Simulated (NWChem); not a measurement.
Molecule: CH₅ISi; SMILES C[SiH2]I

All runs: NWChem. Geometry: optimised at PBE-D3(BJ)/def2-SVP. def2 effective core potentials on I; no spin-orbit coupling.

What does the run give for OLYP/def2-SVP? Quantities: highest occupied level (eV); orbital gap (eV); dipole (D).


```
Quantity                     Result
---------------------------  ------
highest occupied level (eV)   -6.10
orbital gap (eV)               5.11
dipole (D)                     1.90
```
